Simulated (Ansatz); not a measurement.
# Bend profile

GeH3F (SMILES [F][GeH3]), closed shell, at its PBE0-D4/def2-TZVP minimum:

F1  (-1.047, 0.474, 1.162)
Ge2  (0.068, -0.042, -0.073)
H3  (1.331, -0.512, 0.659)
H4  (-0.628, -1.178, -0.831)
H5  (0.325, 1.184, -0.958)
(Å)

The angle H4–Ge2–H3 (112.5° at the minimum) is set to the values below, H4, with anything bonded beyond it, turning rigidly in the plane of the angle. Each method's energies count from its own value at the PBE0-D4 minimum structure. Computed with Ansatz 0.2.0 (basis: def2-TZVPP); correlated methods freeze the cores. Filled d shells of the heavier atoms are correlated. The def2 sets are not built for correlating such inner shells, so the correlated values are less sure here. B3LYP uses VWN-RPA correlation.

```tsv
angle (°)	CCSD(T) (kJ/mol)	PBE0-D4 (kJ/mol)	HF (kJ/mol)	PBE-D4 (kJ/mol)	r2SCAN-D4 (kJ/mol)
94.5	21.0	20.6	24.1	19.3	20.6
99.0	11.7	11.5	13.4	10.8	11.5
103.5	5.1	5.1	5.9	4.7	5.1
108.0	1.2	1.3	1.5	1.2	1.3
112.5	0.0	0.0	0.0	0.0	0.0
117.0	1.4	1.2	1.5	1.2	1.2
121.5	5.3	5.0	5.9	4.8	4.9
126.0	11.7	11.1	13.1	10.6	11.1
130.5	20.7	19.8	23.2	18.8	19.6
```

Minimum and curvature along this coordinate at CCSD(T): A fifth-order fit through the nearest points gives 112.4°, with a curvature of about 1.3 meV/deg².

Largest difference from the CCSD(T) curve over the scan: B3LYP-D4 0.9; wB97M-V 0.8; MP2 0.6 kJ/mol. Each curve counts from its own value at the minimum.

T1 diagnostic: at most 0.012.

For scale, one of the runs: CCSD(T)/def2-TZVPP, 121 basis functions (an equivalent command: `ansatz run in.yaml --threads 2`). The run took about 3.5 s on 2 CPU threads (shared host).
